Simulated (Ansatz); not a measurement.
The same path of a periodic cell of 31 atoms, Al30Ga (host Al, host structure fcc, dopant Ga, one Al atom removed) was run twice with different band settings.

Theory: Ansatz, DFT PBE, scalar-relativistic, plane waves, PAW. Settings: PAW set soft_1, cutoff 420 eV, k mesh 2x2x2, gaussian smearing 0.1 eV, no spin polarisation.

Relaxed end points:

```xyz
31
Lattice="8.1000 0.0000 0.0000 0.0000 8.1000 0.0000 0.0000 0.0000 8.1000" Properties=species:S:1:pos:R:3
Al 4.063 -0.004 -0.014
Al 6.086 2.030 -0.017
Al 6.087 -0.004 2.003
Al -0.004 -0.002 -0.003
Al 2.009 2.041 -0.007
Al 4.036 4.048 -0.022
Al 6.087 6.062 -0.013
Ga 2.064 0.001 2.067
Al 4.069 2.046 1.998
Al 6.093 4.046 1.997
Al 6.063 2.022 4.038
Al 6.069 -0.006 6.066
Al -0.003 4.045 -0.003
Al 2.007 6.051 -0.005
Al -0.012 2.045 2.016
Al 2.000 4.045 2.004
Al 4.064 6.049 1.998
Al -0.015 -0.001 4.060
Al 1.995 2.052 4.068
Al 4.034 4.051 4.035
Al 6.068 6.071 4.035
Al 2.004 -0.005 6.089
Al 4.029 2.023 6.063
Al 6.072 4.045 6.077
Al -0.009 6.050 2.013
Al -0.024 4.049 4.036
Al 1.990 6.050 4.070
Al -0.015 2.025 6.089
Al 1.992 4.048 6.097
Al 4.027 6.074 6.067
Al -0.014 6.066 6.094
```

```xyz
31
Lattice="8.1000 0.0000 0.0000 0.0000 8.1000 0.0000 0.0000 0.0000 8.1000" Properties=species:S:1:pos:R:3
Al 4.058 0.000 -0.008
Al 6.076 2.030 -0.012
Al 6.082 0.000 2.012
Al -0.002 0.000 -0.002
Al 2.032 2.022 0.001
Al 4.064 4.050 -0.017
Al 6.076 6.070 -0.012
Ga 4.028 0.000 4.028
Al 4.061 2.038 2.012
Al 6.078 4.050 2.031
Al 6.079 2.045 4.057
Al 6.082 0.000 6.082
Al -0.007 4.050 -0.007
Al 2.032 6.078 0.001
Al 0.001 2.022 2.032
Al 2.029 4.050 2.029
Al 4.061 6.062 2.012
Al -0.008 0.000 4.058
Al 2.012 2.038 4.061
Al 4.064 4.050 4.064
Al 6.079 6.055 4.057
Al 2.012 0.000 6.082
Al 4.057 2.045 6.079
Al 6.069 4.050 6.069
Al 0.001 6.078 2.032
Al -0.017 4.050 4.064
Al 2.012 6.062 4.061
Al -0.012 2.030 6.076
Al 2.031 4.050 6.078
Al 4.057 6.055 6.079
Al -0.012 6.070 6.076
```

Common settings: climbing image yes; force threshold 0.05 eV/Å; end points relaxed.

| run | movable images | spring | optimiser | start path | iteration limit |
| --- | --- | --- | --- | --- | --- |
| 1 | 5 | 5.0 eV/Å² | quadratic models (default) | straight line | 49 |
| 2 | 3 | 0.1 eV/Å² | fire | default | 50 |

What does each run give, and how far can it be trusted?

Run 1: converged after 4 iterations, highest image 0.246 eV above the first end. By the program's own check the climbing image is a first-order saddle point (lowest curvatures found: -0.69 and 0.46 eV/Å²).
Run 2: converged after 16 iterations, highest image 0.246 eV above the first end. The order of the stationary point at the top wasn't checked.
Limits of this set-up: coarse k mesh, a small cell, in which the defect meets its images.
